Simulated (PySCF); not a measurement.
Excitations are Tamm–Dancoff values on a coarser integration grid.

CH6Ge, SMILES `[CH3][GeH3]` (charge 0, multiplicity 1)

The numbers are results of ωB97X-D3(BJ)/def2-TZVPD // PBE0-D3(BJ)/def2-TZVPD (PySCF 2.14.0), not measurements.

```yaml
HOMO: -11.37 eV
dipole_moment: 0.146 e·Å
HOMO–LUMO gap: 13.02 eV
LUMO: 1.65 eV
S1 excitation (TDA): 8.38 eV
S1 oscillator strength: 0.093
brightest of the four lowest singlets (TDA): 9.10 eV
T1 excitation (TDA): 7.93 eV
S1–T1 gap (TDA): 0.46 eV
total_energy: -2118.7157 Ha
cost: about 120 core-seconds (a rough figure)
```

Bond lengths (Å): C1–Ge2 1.953, C1–H3 1.091, C1–H4 1.091, C1–H5 1.091, Ge2–H6 1.539, Ge2–H7 1.539, Ge2–H8 1.539. Angles (°): Ge2–C1–H3 110.3, Ge2–C1–H4 110.3, Ge2–C1–H5 110.3, H3–C1–H4 108.7, H3–C1–H5 108.7, H4–C1–H5 108.7, C1–Ge2–H6 110.4, C1–Ge2–H7 110.4, C1–Ge2–H8 110.4, H6–Ge2–H7 108.5, H6–Ge2–H8 108.5, H7–Ge2–H8 108.5.
Charge 0, spin multiplicity 1.
